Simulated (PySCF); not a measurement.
**Dipole response of B⁺ (boron, charge +1)**

[He] 2s2, closed-shell 1S. All numbers are calculated (PySCF 2.14, scalar relativity by spin-free X2C-1e, in x2c-TZVPPall with one added diffuse shell each of s, p, d type (6s4p3d1f, 40 functions)). Coupled (time-dependent) response in atomic units; α is the mean over directions.

```
method  mean α (bohr³)  C₆ (like pair)  S(−4)
   UHF           11.33           31.49  113.3
   PBE           10.63           28.78  99.23
  PBE0           10.75           29.24  101.6
PBEsol           10.70           29.14  100.2
revPBE           10.66           29.02  98.83
```

S(−4) is the Cauchy moment in α(ω) = α(0) + S(−4) ω² + …

α(iu) at PBE0:

```
u (hartree)  α(iu) (bohr³)
          0          10.75
     0.0500          10.50
      0.100          9.827
      0.200          7.840
      0.300          5.911
      0.500          3.397
      0.750          1.930
       1.00          1.238
       1.50         0.6356
       2.00         0.3873
       3.00         0.1890
       5.00        0.07607
```

For an ion, C₆ is the dispersion term alone; charge-induced terms of lower order in 1/R come first.
